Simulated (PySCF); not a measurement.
C2H9BiSi, SMILES [CH3][Bi]([CH3])[SiH3].

The structure is a stationary point at B3LYP-D3(BJ)/def2-SVP. The structure was generated by enumeration; whether it is a known compound was not checked. The def2 effective core potentials stand for the cores of Bi; spin–orbit coupling is left out.

The numbers are results of IEF-PCM-M06-2X/def2-SVP run with PySCF, not measurements.

The values are the electrostatic part of the solvation free energy, E(continuum) − E(gas) at the gas-phase geometry, in a cavity of scaled van der Waals radii (PySCF's table); cavitation and dispersion terms are not included. A continuum can't describe solvent molecules that bind to the metal. In vacuum the orbital gap is 8.24 eV. The dipole moment in vacuum is 1.00 D.

Task: Estimate the values in water (ε = 78.36), acetone (ε = 20.49), benzene (ε = 2.27). (An estimate is asked for; the answer gives what the named calculation found.)

Result: 
| solvent | ε | ΔG(elec) (kcal/mol) | dipole (D) | gap (eV) |
|---|---|---|---|---|
| water | 78.36 | -1.1 | 1.48 | 8.27 |
| acetone | 20.49 | -1.0 | 1.44 | 8.27 |
| benzene | 2.27 | -0.5 | 1.19 | 8.25 |
